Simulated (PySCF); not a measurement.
Simulated Si 2p region for `C[Si](Cl)(Cl)Cl` (methyltrichlorosilane), binding energy against the vacuum level.

Every computed line was given a Gaussian of 0.4 eV full width at half maximum and an area set by the number of equivalent atoms (split 2:1 within a doublet); the highest printed point is 100. Method: PySCF 2.14.0, delta-SCF UKS SCAN, pcX-2 on the ionised atom, pcseg-1 elsewhere, spin-free X2C.

(binding energy (eV), intensity): (108.8, 1), (108.9, 5), (109.0, 18), (109.1, 46), (109.2, 81), (109.3, 100), (109.4, 88), (109.5, 56), (109.6, 31), (109.7, 26), (109.8, 37), (109.9, 49), (110.0, 47), (110.1, 32), (110.2, 16), (110.3, 5), (110.4, 1), (110.5, 0)

Problem. Count the maxima, the lines and the sites behind this envelope.

Solution. The curve has 2 maxima (at 109.3 and 109.9 eV). Under it lie 2 lines from 1 inequivalent silicon site, drawn as a 2p3/2, 2p1/2 pair.

Problem. Decompose the envelope and assign each component. Numbering: `[CH3:1][Si:2]([Cl:3])([Cl:4])[Cl:5]`.

Solution. 
| position (eV) | relative area | line | atoms | environment |
| --- | --- | --- | --- | --- |
| 109.31 | 0.67 | Si 2p3/2 | Si2 | chlorine-bound silicon |
| 109.94 | 0.33 | Si 2p1/2 | Si2 | chlorine-bound silicon |

Problem. What are the centre and the root-mean-square width of the whole band?

Solution. The area-weighted mean of the lines is 109.52 eV. Their own spread about it is 0.30 eV (rms) and each Gaussian has σ = 0.4/2.355 = 0.17 eV; the variances add, which gives 0.34 eV.

Shake-up satellites, vibrational structure and lifetime widths aren't simulated. The 2p values aren't plain energy differences: one relaxed spin-free 2p hole is combined with a matrix within the shell (ground-state 2p orbital-energy differences and spin–orbit coupling). 2p3/2, the mean of its two sublevels, lies a third of the splitting below the shell's mean and 2p1/2 two thirds above it; the statistical areas are 2:1. 2p1/2 minus 2p3/2 (ligand field included): Si 0.63 eV. Geometry: PBE0-D3(BJ)/def2-SVP; no solvent, vibrations or thermal averaging.

The run took 26 s on one thread of an Arm Neoverse V1, no GPU, on a shared host.
